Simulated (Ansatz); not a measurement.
`[SiH3][InH][SeH]` + H–F → `[F][InH][SeH]` + SiH₄ at 400 K and 1 bar (cleavage of the In–Si bond).

Calculated with Ansatz (gas phase, PBE0-D4/def2-TZVP geometries, no zero-point term in ΔE). CCSD(T)/CBS is the MP2 limit (def2-TZVPP, def2-QZVPP) plus CCSD(T) − MP2 in def2-TZVPP, frozen cores. This one scheme is used for every species. def2 core potentials past Kr. For In, Se outer-core shells are correlated without core-valence functions, which leaves a few kJ/mol of doubt a bond. Scalar relativity is left out up to krypton. Each species was taken in one conformer, which may not be the lowest.

```csv
species,CCSD(T)/CBS energy (Eh),H − E (kJ/mol),S (J/(mol·K))
`[SiH3][InH][SeH]`,-2882.62625,134.1,411.9
H–F,-100.39570,36.5,182.2
`[F][InH][SeH]`,-2691.57127,66.5,354.5
SiH₄,-291.46306,96.9,218.6
```

H − E and S are ideal-gas, rigid-rotor, harmonic terms from PBE0-D4/def2-TZVP, for one conformer and one mirror image of each species. 1 Eh = 2625.50 kJ/mol, R = 8.31446 J/(mol·K).

**Question.** By hand: ΔE, ΔH, ΔS and ΔG.

**Answer.** ΔE = (-2691.57127) + (-291.46306) − (-2882.62625) − (-100.39570) = -0.01238 Eh = -32.5 kJ/mol. Δ(H − E) = 66.5 + 96.9 − 134.1 − 36.5 = -7.2, so ΔH = -39.7 kJ/mol. ΔS = 354.5 + 218.6 − 411.9 − 182.2 = -21.0 J/(mol·K). ΔG = -39.7 − 400 × (-21.0)/1000 = -31.3 kJ/mol.

**Question.** By hand: the equilibrium constant, and the temperature at which ΔG would vanish if ΔH and ΔS stayed fixed.

**Answer.** log₁₀ K = −ΔG/(RT ln 10) = 4.1. ΔG = 0 at ΔH/ΔS = 1890 K.

ΔH outweighs TΔS. A doubt of 5 kJ/mol in ΔE shifts log₁₀ K by 0.7 here. Other conformers and mirror images would add mixing entropy, several J/(mol·K) or more a flexible species. Modes under 60 cm⁻¹, often nearly free rotors, make the harmonic entropy too high. These are equilibria of isolated gas molecules and say nothing of rates. Largest T1 diagnostic: 0.014 (customary marks: 0.02 for closed shells, 0.045 for open ones).
